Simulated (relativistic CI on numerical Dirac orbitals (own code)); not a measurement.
## Ligand-field terms of d7

Computed with a parametric ligand-field model of a d^n configuration (Racah B and C, spin-orbit zeta, crystal field), exact diagonalisation.

Field parameters in Wybourne normalisation: Td as Oh with Dq negative (B⁴₀ = 21Dq, B⁴₄ = √(5/14) B⁴₀). The field is a parameter set, without covalency.

B = 1110 cm⁻¹, C = 4390 cm⁻¹ (C/B = 3.95), Td, no spin-orbit coupling. Tanabe-Sugano data, E/B above the lowest term (Δ = |10Dq|; b, c mark the second and third term of a kind):

```tsv
Δ/B	4A2	4T2	4T1	4T1(b)	2E	2T1	2T2
1.0	0.00	1.00	1.79	16.21	16.76	16.83	17.21
2.8	0.00	2.80	4.95	18.46	17.55	17.98	19.44
4.6	0.00	4.60	8.02	20.80	17.94	18.62	21.42
6.4	0.00	6.40	10.95	23.23	18.19	19.01	23.07
8.2	0.00	8.20	13.78	25.81	18.37	19.27	24.34
10.0	0.00	10.00	16.48	28.52	18.52	19.46	25.27
11.8	0.00	11.80	19.04	31.36	18.64	19.60	26.01
13.6	0.00	13.60	21.48	34.33	18.75	19.72	26.63
15.4	0.00	15.40	23.80	37.39	18.85	19.81	27.16
17.2	0.00	17.20	26.03	40.56	18.93	19.89	27.63
19.0	0.00	19.00	28.19	43.81	19.01	19.96	28.05
20.8	0.00	20.80	30.29	47.12	19.08	20.02	28.43
```

The ground term stays 4A2.
